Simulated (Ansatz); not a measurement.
Mean bond length (Å) of eight halogen compounds: PBE-D3(BJ) beside PBE0-D3(BJ), computed with Ansatz (a program for electronic structure) for isolated molecules in the bases named; differences from unrounded values. The eight are the first of their class met in an unordered collection, after screening for sound electronic states; none was chosen by its value. Each level has its own optimised geometry.

| molecule | basis | PBE0-D3(BJ) | PBE-D3(BJ) | difference |
|---|---|---|---|---|
| (3S)-3-fluorobut-1-ene (C4H7F), SMILES C=C[C@@H](F)C | def2-SVP | 1.219 | 1.229 | 0.009 |
| C₅H₄F₂, SMILES C(=C/C(=C=C)F)/F | def2-SVP | 1.247 | 1.257 | 0.010 |
| C₂HBr₂Cl, SMILES Cl/C(Br)=C\Br | def2-SVP | 1.576 | 1.589 | 0.013 |
| C3H5Cl2F, SMILES C[C@@H](F)C(Cl)Cl | def2-SVP | 1.345 | ___ | ___ |
| 1-chloropropane (C3H7Cl), SMILES CCCCl | def2-SVP | 1.254 | 1.263 | 0.009 |
| 1,1-difluorobut-1-ene (C4H6F2), SMILES FC(F)=CCC | def2-SVP | 1.234 | ___ | ___ |
| 1,1-difluorobuta-1,3-diene (C4H4F2), SMILES C(C=C)=C(F)F | def2-SVP | 1.235 | 1.245 | 0.010 |
| C₅H₇F, SMILES C=C(C)C(=C)F | def2-SVP | 1.221 | ___ | ___ |

Problem. Some entries are withheld; supply them. (The exact figures need the calculation; the answer reports its results.)

Solution. 
- C₅H₇F, SMILES C=C(C)C(=C)F, PBE-D3(BJ): 1.230
- C₅H₇F, SMILES C=C(C)C(=C)F, difference: 0.009
- C3H5Cl2F, SMILES C[C@@H](F)C(Cl)Cl, PBE-D3(BJ): 1.357
- C3H5Cl2F, SMILES C[C@@H](F)C(Cl)Cl, difference: 0.012
- 1,1-difluorobut-1-ene (C4H6F2), SMILES FC(F)=CCC, PBE-D3(BJ): 1.244
- 1,1-difluorobut-1-ene (C4H6F2), SMILES FC(F)=CCC, difference: 0.010

PBE-D3(BJ) lies below PBE0-D3(BJ) in 0 and above it in 8 of the eight; the mean signed difference is 0.010 and the largest 0.013 Å.
